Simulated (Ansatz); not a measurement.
Isomers of C2H8BNSi, relaxed with PBE0-D4/def2-TZVP in Ansatz; electronic energies, one conformer each and not always the lowest. Functionals use def2-TZVPP; CBS adds triple-zeta CCSD(T) − MP2 to the MP2 limit of def2-TZVPP and def2-QZVPP.

Problem. Order them by energy at frozen-core CCSD(T)/CBS, lowest first. (An estimate is asked.)
A. `C=NB(C)[SiH3]`
B. `B[SiH](C)N=C`
C. `CN1B[SiH]1C`
D. `CB1CN1[SiH3]`
E. `CN1CB[SiH2]1`
F. `BN([SiH3])C=C`

Solution. F (0.0 kJ/mol), D (13.4 kJ/mol), C (22.5 kJ/mol), A (47.7 kJ/mol), B (145.7 kJ/mol), E (178.2 kJ/mol).

Problem. How do B2PLYP, HF/CBS(def2), r2SCAN-D4, B3LYP place them (kJ/mol, against `BN([SiH3])C=C`)? (An estimate is asked.)

Solution. The calculation gave: 
| isomer | B2PLYP | HF/CBS(def2) | r2SCAN-D4 | B3LYP |
| --- | --- | --- | --- | --- |
| `CN1B[SiH]1C` | 24.5 | 57.4 | 7.3 | 24.0 |
| `CN1CB[SiH2]1` | 183.9 | 190.9 | 170.4 | 182.3 |
| `C=NB(C)[SiH3]` | 39.3 | 64.4 | 25.2 | 27.9 |
| `CB1CN1[SiH3]` | 10.1 | 19.7 | -0.8 | 8.4 |
| `B[SiH](C)N=C` | 145.2 | 135.6 | 143.1 | 141.3 |

B3LYP here is the variant with VWN-RPA as its local correlation; programs differ in this.
